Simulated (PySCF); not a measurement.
All values below come from ωB97X-D3(BJ)/def2-TZVP // PBE0-D3(BJ)/def2-TZVP in PySCF 2.14.0. Isolated molecules, 0 K electronic values unless said otherwise. Excitations are Tamm–Dancoff values on a coarser integration grid. The basis has no diffuse functions, so Rydberg states are missing or too high.

Reference species (SMILES): `C=C(C)Cl` (neutral, multiplicity 1).

```yaml
T1 excitation (TDA): 4.38 eV
S1 oscillator strength: 0.001
HOMO: -9.69 eV
```

Changed species: `ClC1CC1`.

What does the change do to the T1 excitation (TDA), S1 oscillator strength and HOMO?

the T1 excitation (TDA) increases by 2.17 eV, to 6.55 eV; the S1 oscillator strength hardly moves; the HOMO decreases by 0.54 eV, to -10.23 eV.
